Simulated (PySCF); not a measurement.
Isomers of C8H13F.

All values: PBE0/pcSseg-1 (PySCF) at GFN2-xTB geometries, gas phase, one conformer each.

(1) Rank by the highest IAO charge on any atom, lowest value first.
A. `[CH2:1]=[CH:2][C@@H:3]([CH3:4])[C:5](=[CH2:6])[CH2:7][CH2:8][F:9]` with C1–C2–C3–C4 125°, C2–C3–C5–C6 -111°, C3–C5–C7–C8 84°, C5–C7–C8–F9 -73°
B. `F[C@H]1[C@@H]2CCC[C@H]1CC2`
C. 1-fluorobicyclo[2.2.2]octane, `FC12CCC(CC1)CC2`

(2) Rank by HOMO–LUMO gap, lowest first.
A. `[CH2:1]=[C:2]([CH2:3][CH3:4])[C:5](=[CH2:6])[CH2:7][CH2:8][F:9]` with C1–C2–C3–C4 -114°, C1–C2–C5–C6 -139°, C2–C5–C7–C8 63°, C5–C7–C8–F9 -178°
B. `[F:1][CH:2]1[CH2:3][CH2:4][C:5]2([CH2:6][CH2:7]1)[CH2:8][CH2:9]2` with F1–C2–C3–C4 179°, C2–C3–C4–C5 -57°, C3–C4–C5–C6 57°, C4–C5–C6–C7 -57°
C. `[CH3:1][C@H:2]1[CH2:3][CH2:4][CH2:5]/[C:6](=[CH:7]/[F:8])[CH2:9]1` with C1–C2–C3–C4 180°, C2–C3–C4–C5 -58°, C3–C4–C5–C6 55°, C4–C5–C6–C7 121°
D. `[CH2:1]=[C:2]=[CH:3][C@@H:4]([CH2:5][F:6])[CH2:7][CH2:8][CH3:9]` with C2–C3–C4–C5 117°, C3–C4–C5–F6 64°, C3–C4–C7–C8 166°, C4–C7–C8–C9 -176°
E. 1-fluorobicyclo[2.2.2]octane, `FC12CCC(CC1)CC2`
F. `F[C@H]1[C@@H]2CCC[C@H]1CC2`

Answers

(1) A (+0.153 e), B (+0.175 e), C (+0.321 e).

(2) A (6.22 eV), C (7.50 eV), D (7.78 eV), E (9.04 eV), B (9.20 eV), F (9.55 eV).

All values together:

```json
{"SMILES": "F[C@H]1[C@@H]2CCC[C@H]1CC2", "μ (D)": "1.90", "HOMO (eV)": "-8.29", "LUMO (eV)": "1.26", "lowest IAO charge (e)": "-0.338 (F)", "highest IAO charge (e)": "+0.175 (C)", "lowest Hirshfeld charge (e)": "-0.119 (F)", "highest Hirshfeld charge (e)": "+0.057 (C)"}
{"SMILES": "C=C(CC)C(=C)CCF", "μ (D)": "1.99", "HOMO (eV)": "-6.92", "LUMO (eV)": "-0.70", "lowest IAO charge (e)": "-0.415 (C)", "highest IAO charge (e)": "+0.148 (H)", "lowest Hirshfeld charge (e)": "-0.129 (F)", "highest Hirshfeld charge (e)": "+0.046 (H)"}
{"SMILES": "C[C@H]1CCC/C(=C/F)C1", "μ (D)": "1.76", "HOMO (eV)": "-6.84", "LUMO (eV)": "0.67", "lowest IAO charge (e)": "-0.418 (C)", "highest IAO charge (e)": "+0.147 (H)", "lowest Hirshfeld charge (e)": "-0.117 (C)", "highest Hirshfeld charge (e)": "+0.052 (H)"}
{"SMILES": "FC[C@H]1CCC12CCC2", "μ (D)": "1.95", "HOMO (eV)": "-7.86", "LUMO (eV)": "1.27", "lowest IAO charge (e)": "-0.333 (F)", "highest IAO charge (e)": "+0.139 (H)", "lowest Hirshfeld charge (e)": "-0.130 (F)", "highest Hirshfeld charge (e)": "+0.040 (H)"}
{"SMILES": "C=C=C[C@@H](CF)CCC", "μ (D)": "1.71", "HOMO (eV)": "-7.35", "LUMO (eV)": "0.43", "lowest IAO charge (e)": "-0.415 (C)", "highest IAO charge (e)": "+0.171 (H)", "lowest Hirshfeld charge (e)": "-0.122 (C)", "highest Hirshfeld charge (e)": "+0.055 (H)"}
{"SMILES": "FC12CCC(CC1)CC2", "μ (D)": "2.14", "HOMO (eV)": "-8.13", "LUMO (eV)": "0.92", "lowest IAO charge (e)": "-0.341 (F)", "highest IAO charge (e)": "+0.321 (C)", "lowest Hirshfeld charge (e)": "-0.121 (F)", "highest Hirshfeld charge (e)": "+0.101 (C)"}
{"SMILES": "C=CC(=C)[C@H](C)CCF", "μ (D)": "1.98", "HOMO (eV)": "-6.88", "LUMO (eV)": "-0.97", "lowest IAO charge (e)": "-0.408 (C)", "highest IAO charge (e)": "+0.157 (H)", "lowest Hirshfeld charge (e)": "-0.131 (F)", "highest Hirshfeld charge (e)": "+0.048 (H)"}
{"SMILES": "F[C@@H]1CCC[C@H]1C1CC1", "μ (D)": "1.79", "HOMO (eV)": "-7.88", "LUMO (eV)": "1.33", "lowest IAO charge (e)": "-0.339 (F)", "highest IAO charge (e)": "+0.177 (C)", "lowest Hirshfeld charge (e)": "-0.127 (F)", "highest Hirshfeld charge (e)": "+0.066 (C)"}
{"SMILES": "F[C@@]12CCC[C@@H](CC1)C2", "μ (D)": "2.05", "HOMO (eV)": "-8.31", "LUMO (eV)": "1.12", "lowest IAO charge (e)": "-0.338 (F)", "highest IAO charge (e)": "+0.317 (C)", "lowest Hirshfeld charge (e)": "-0.124 (F)", "highest Hirshfeld charge (e)": "+0.103 (C)"}
{"SMILES": "F[C@@H]1C[C@@H]2CCCC[C@@H]21", "μ (D)": "1.80", "HOMO (eV)": "-8.07", "LUMO (eV)": "1.13", "lowest IAO charge (e)": "-0.325 (F)", "highest IAO charge (e)": "+0.178 (C)", "lowest Hirshfeld charge (e)": "-0.116 (F)", "highest Hirshfeld charge (e)": "+0.062 (C)"}
{"SMILES": "C=C[C@@H](C)C(=C)CCF", "μ (D)": "1.43", "HOMO (eV)": "-7.26", "LUMO (eV)": "-0.12", "lowest IAO charge (e)": "-0.416 (C)", "highest IAO charge (e)": "+0.153 (H)", "lowest Hirshfeld charge (e)": "-0.117 (C)", "highest Hirshfeld charge (e)": "+0.049 (H)"}
{"SMILES": "FC1CCC2(CC1)CC2", "μ (D)": "1.96", "HOMO (eV)": "-7.88", "LUMO (eV)": "1.32", "lowest IAO charge (e)": "-0.339 (F)", "highest IAO charge (e)": "+0.188 (C)", "lowest Hirshfeld charge (e)": "-0.127 (F)", "highest Hirshfeld charge (e)": "+0.064 (C)"}
```

Conformers: `[CH2:1]=[C:2]([CH2:3][CH3:4])[C:5](=[CH2:6])[CH2:7][CH2:8][F:9]` with C1–C2–C3–C4 -114°, C1–C2–C5–C6 -139°, C2–C5–C7–C8 63°, C5–C7–C8–F9 -178°; `[CH3:1][C@H:2]1[CH2:3][CH2:4][CH2:5]/[C:6](=[CH:7]/[F:8])[CH2:9]1` with C1–C2–C3–C4 180°, C2–C3–C4–C5 -58°, C3–C4–C5–C6 55°, C4–C5–C6–C7 121°; `[F:1][CH2:2][C@H:3]1[CH2:4][CH2:5][C:6]12[CH2:7][CH2:8][CH2:9]2` with F1–C2–C3–C4 76°; `[CH2:1]=[C:2]=[CH:3][C@@H:4]([CH2:5][F:6])[CH2:7][CH2:8][CH3:9]` with C2–C3–C4–C5 117°, C3–C4–C5–F6 64°, C3–C4–C7–C8 166°, C4–C7–C8–C9 -176°; `[CH2:1]=[CH:2][C:3](=[CH2:4])[C@H:5]([CH3:6])[CH2:7][CH2:8][F:9]` with C1–C2–C3–C4 -170°, C2–C3–C5–C6 -93°, C3–C5–C7–C8 -61°, C5–C7–C8–F9 -177°; `[F:1][C@@H:2]1[CH2:3][CH2:4][CH2:5][C@H:6]1[CH:7]1[CH2:8][CH2:9]1` with C5–C6–C7–C8 -159°, F1–C2–C3–C4 -96°, C2–C3–C4–C5 -39°, C3–C4–C5–C6 40°, C4–C5–C6–C7 -149°; `[F:1][C@@H:2]1[CH2:3][C@@H:4]2[CH2:5][CH2:6][CH2:7][CH2:8][C@H:9]12` with F1–C2–C3–C4 -139°, C2–C3–C4–C5 142°, C3–C4–C5–C6 -73°, C4–C5–C6–C7 -52°; `[CH2:1]=[CH:2][C@@H:3]([CH3:4])[C:5](=[CH2:6])[CH2:7][CH2:8][F:9]` with C1–C2–C3–C4 125°, C2–C3–C5–C6 -111°, C3–C5–C7–C8 84°, C5–C7–C8–F9 -73°; `[F:1][CH:2]1[CH2:3][CH2:4][C:5]2([CH2:6][CH2:7]1)[CH2:8][CH2:9]2` with F1–C2–C3–C4 179°, C2–C3–C4–C5 -57°, C3–C4–C5–C6 57°, C4–C5–C6–C7 -57°.
